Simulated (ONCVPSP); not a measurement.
# As, ONCV: configuration errors across variants

```
Element                 : arsenic (As)
Generator               : ONCVPSP 4.0.1
Type                    : optimised norm-conserving Vanderbilt (ONCV)
Functional              : PBE
Relativity              : non-relativistic
Frozen core             : [Ar]
Valence charge          : 15
Reference configuration : 3d10 4s2 4p3
Partial waves           : 4s: rc 1.35 bohr, ncon 4, nbas 8, qcut 4.5 1/bohr, 2 projectors, debl 1.1 Ha; 4p: rc 1.50 bohr, ncon 3, nbas 8, qcut 4.8 1/bohr, 2 projectors, debl 0.9 Ha; 3d: rc 0.60 bohr, ncon 5, nbas 9, qcut 17.4 1/bohr, 2 projectors, debl 0.5 Ha
Local potential         : polynomial inside 0.45 bohr (lpopt 3, dvloc0 6 Ha)
Core correction         : Teter function, fcfact 2.25, rcfact 1.8
```

In the d channel the program set the typed energies aside and used -1.533, 0.250 Ha.

All-electron excitation energies from the reference (eV): (1) 3d10 4s2 4p2 9.181; (2) 3d10 4s2 4p1 27.106; (3) 3d10 4s2 4p0 54.780; (4) 3d10 4s2 4p2.5 3.573.

A true bound ghost makes a file unfit for plane-wave use even where its test errors are small: the radial tests pick states by their node count and pass the ghost by.

Errors AE − PS in meV (a dash: test not solved or not reliable):

| change | (1) | (2) | (3) | (4) | bound ghosts | GHOST(+) flags above zero |
| --- | --- | --- | --- | --- | --- | --- |
| base | -1.2 | -7.0 | -34 | -0.4 | s, p | s, d |
| p: qcut 2.8 | +0.3 | -3.3 | -28 | +0.2 | s, p | s, d |
| p: qcut 3.4 | +0.1 | -3.8 | -29 | +0.1 | s, p | s, d |
| p: qcut 4.4 | -0.9 | -6.2 | -32 | -0.3 | s, p | s, d |
| p: qcut 5.2 | -1.4 | -7.5 | -35 | -0.5 | s, p | s, d |
| p: qcut 5.5 | -1.5 | -7.7 | -35 | -0.5 | s, p | s, d |
| p: qcut 6.1 | -1.5 | -7.8 | -35 | -0.5 | s, p | s, d |
| p: qcut 6.6 | -1.5 | -7.7 | -35 | -0.5 | s, p | s, d |
| p: qcut 7.3 | -1.4 | -8.4 | -38 | -0.5 | s, p | s, d |

(1) Give the same row for: p: qcut 4.1.

Answers

(1) -0.6, -5.4, -31, -0.1; bound ghosts: s, p; GHOST(+) flags above zero: s, d.
